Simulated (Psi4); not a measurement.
The Psi4 input:
```
memory 2 GB

molecule {
0 1
C     0.00184574    0.00147866    0.33702587
H     0.00789083    0.00632154    1.44084271
F     0.02727377    1.24268325   -0.13386700
F     1.06198689   -0.64643979   -0.13124532
F    -1.09136790   -0.59793163   -0.11966522
}

set {
  basis sto-3g
}

energy('ccsd(t)')
print_variables()
```

Problem. What does this run give for the nuclear repulsion energy, MP2 correlation energy, number of basis functions, coupled-cluster correlation energy (without the perturbative part)?

Solution. 
```
Property                                                                 Result
------------------------------------------------------------------  -----------
nuclear repulsion energy                                            134.2771 Eh
MP2 correlation energy                                               -0.0947 Eh
number of basis functions                                                    21
coupled-cluster correlation energy (without the perturbative part)   -0.1199 Eh
```
